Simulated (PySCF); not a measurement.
Input file for PySCF: R-MP2/6-31G* on CH6BN (SMILES BNC), a point of a bond scan (R = 1.093 Å).

```python
from pyscf import gto, scf, dft, mp
from pyscf.data.elements import chemcore

mol = gto.M(
    atom='''
    B    -0.17377685    0.16935935    1.35984899
    H    -1.04662609    0.51554608    2.09587791
    H     0.90496525   -0.15002550    1.76046960
    N    -0.42136335    0.13750334   -0.00246435
    C     0.50465876   -0.25211116   -1.05318898
    H    -1.33200836    0.40682345   -0.34423305
    H     0.67789059    0.56736518   -1.75577805
    H     0.12956168   -1.11043727   -1.61689155
    H     1.45669201   -0.52592512   -0.60230554
    ''',
    basis='6-31g*',
    cart=True,
    charge=0, spin=0, verbose=3, max_memory=1800)
mf = scf.RHF(mol)
mf.conv_tol = 1e-8
mf.max_cycle = 100
mf.kernel()
if not mf.converged:
    mf = mf.newton().run(mf.mo_coeff, mf.mo_occ)
pt = mp.MP2(mf, frozen=chemcore(mol)).run()
```

Problem. What total energy does the run end on?

Solution. -120.8881 hartree.
